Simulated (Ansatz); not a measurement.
Ansatz (a first-principles code) input:

Ansatz 0.2 input:
```yaml
crystal:
  periodic: [false, false, false]
  atoms:
    - {symbol: C, position_ang: [-2.76643599, -0.13128504, -0.02394396]}
    - {symbol: C, position_ang: [-1.30714835, -0.17888176, 0.33453101]}
    - {symbol: O, position_ang: [-0.87047572, -0.52095694, 1.41210232]}
    - {symbol: O, position_ang: [-0.50895652, 0.20045198, -0.66918052]}
    - {symbol: Ge, position_ang: [1.29993345, 0.15402608, -0.26204024]}
    - {symbol: H, position_ang: [-3.36628755, -0.44816460, 0.82449411]}
    - {symbol: H, position_ang: [-3.03889814, 0.88293961, -0.31863619]}
    - {symbol: H, position_ang: [-2.95512811, -0.77980181, -0.88042050]}
    - {symbol: H, position_ang: [1.68176697, -1.31127132, 0.06026346]}
    - {symbol: H, position_ang: [1.55764033, 1.15250393, 0.89269010]}
basis:
  gaussian:
    orbitals: def2-TZVPD
hamiltonian:
  xc: {name: PBE-QIDH}
magnetization: {spin_polarized: true, initial_magnetization: 1}
correlation: {electrons: outside_noble_gas}
```

**Question.** Predict the final energy.

**Answer.** -2305.82695 Eh (PBE-QIDH/def2-TZVPD). The basis has 253 functions.

It need not be the lowest isomer of its formula.
